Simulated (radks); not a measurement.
Results of a calculation; reference values are marked as such.
Problem. Coherent X-ray form factor from a spherical all-electron density. Level of theory: non-relativistic Kohn-Sham, PBEsol, spin-polarised, spherical densities, point nucleus (a radial shooting solver on a logarithmic mesh with Libxc functionals).

| sin(theta)/lambda (1/angstrom) | f0 (electrons) |
|---|---|
| 0.05 | 18.480 |
| 0.1 | 17.236 |
| 0.15 | 15.777 |
| 0.2 | 14.334 |
| 0.25 | 12.961 |
| 0.3 | 11.693 |
| 0.4 | 9.635 |
| 0.5 | 8.258 |
| 0.6 | 7.370 |
| 0.8 | 6.196 |
| 1 | 5.173 |
| 1.25 | 3.974 |
| 1.5 | 3.012 |
| 2 | 1.896 |

The species is in the configuration that NIST lists as its ground one. Which atom or ion scatters so?

Solution. The calcium ion Ca+, [Ar] 4s1. Extrapolating in s^2 from the first two rows gives f0(0) = 18.9, near the electron count 19; among species with that count, the fall with angle is slower the higher Z, and the table is that of Z = 20; from so few rows the species is fixed only to a neighbour or two.
